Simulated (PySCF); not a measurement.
**Working out the ionisation energy of Ni**

Ni [Ar] 3d8 4s2 (3F) → Ni⁺ [Ar] 3d9 (2D). All numbers are calculated (PySCF 2.14, the spin-free X2C one-electron Hamiltonian (Gaussian nucleus), in x2c-SVPall (5s3p3d1f, 36 functions)). Frozen: [Ar]. Energies in hartree (1 hartree = 27.21139 eV):

```
             part    Ni (lower)   Ni⁺ (upper)
              UHF  -1518.832768  -1518.532645
MP2 opposite-spin     -0.126224     -0.154492
    MP2 same-spin     -0.068475     -0.094030
```

Problem. What does Hartree-Fock give?

Solution. (-1518.532645) − (-1518.832768) = 0.300123 hartree = 8.167 eV.

Problem. What do MP2 and SCS-MP2 (6/5 opposite-spin, 1/3 same-spin) give?

Solution. The opposite-spin parts differ by -0.769 eV and the same-spin parts by -0.695 eV. MP2: 8.167 + (-0.769) + (-0.695) = 6.703 eV. SCS-MP2: 8.167 + 1.2 × (-0.769) + (-0.695)/3 = 7.013 eV.

Reference: 7.640 eV (measured; NIST Atomic Spectra Database, ionization energies), between the lowest levels; spin-orbit coupling is absent from the calculation.

A double-zeta basis recovers only part of the correlation energy.

What remains against the reference includes basis incompleteness, the frozen core and correlation beyond second order.
